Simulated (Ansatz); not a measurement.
Gas-phase electronic energies from Ansatz, PBE0-D4/def2-TZVP geometries. CBS: MP2 limit from def2 TZ/QZ plus the TZ coupled-cluster correction, frozen cores. Functionals use def2-TZVPP. For Ge, Se outer-core shells are correlated without core-valence functions, which leaves a few kJ/mol of doubt a bond. Scalar relativity is left out up to krypton. One conformer a species, not always the lowest.

Consider the formal exchange of groups at the Se–Ge bond: `B[CH2][GeH2][SeH]` + `O[SiH](O)O` → `O[Si](O)(O)[SeH]` + `B[CH2][GeH3]`.

Question: Is it downhill or uphill in electronic energy at CCSD(T)/CBS, and by how much? (An estimate is asked.)

Answer: Computed: Downhill: ΔE = -0.04 eV.

Question: What do these levels give: revPBE-D4, BLYP-D4, BLYP, BHLYP, CCSD/def2-SVP, CCSD/CBS(def2)? (Estimate.)

Answer: The calculation gave: revPBE-D4 -0.10, BLYP-D4 -0.04, BLYP -0.01, BHLYP -0.01, CCSD/def2-SVP -0.03, CCSD/CBS(def2) -0.03 eV.

Largest T1 diagnostic among the species: 0.011.

Leaving LDA and LC-ωPBE aside and taking each functional with its dispersion term where it has one, the values, not all of them listed here, spread over 0.12 eV, from B97M-V to BHLYP-D4. LDA lies −0.07 eV from PBE without D4. In def2-TZVPP, CCSD(T) changes the Hartree–Fock value by −0.05 eV (the triples alone add −0.01 eV) and MP2 by −0.04 eV.
